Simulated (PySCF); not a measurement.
**Radial density of I²¹⁺ (iodine, charge +21)**

UHF, [Ar] 3d10 4s2 4p2, high-spin 3P determinant. Calculation: PySCF 2.14, in an even-tempered Gaussian basis (20 s from 1.2 bohr⁻², ratio 2.5; 14 p from 1.5 bohr⁻², ratio 2.5; 9 d from 2.7 bohr⁻², ratio 2.5; 5 f from 9.1 bohr⁻², ratio 2.7; 4 g from 14 bohr⁻², ratio 2.7); the spin-free X2C one-electron Hamiltonian (Gaussian nucleus).

```tsv
r (bohr)	4πr²ρ (e/bohr)	4πr²(ρα − ρβ)
0.0209	68.74	0.1289
0.0352	59.22	0.4147
0.0591	75.25	0.6936
0.0995	84.13	0.1412
0.167	60.05	0.6838
0.281	68.43	0.8966
0.473	19.58	1.5595
0.796	6.511	3.1739
1.34	0.1939	0.1218
2.25	7.860e-05	0.0000
```

Densities and radii are taken from the X2C orbitals without a picture-change correction, which distorts them close to the nucleus.

Spin-orbit coupling is strong in this species (close to jj coupling), so the high-spin LS determinant is a model state, not a physical level.
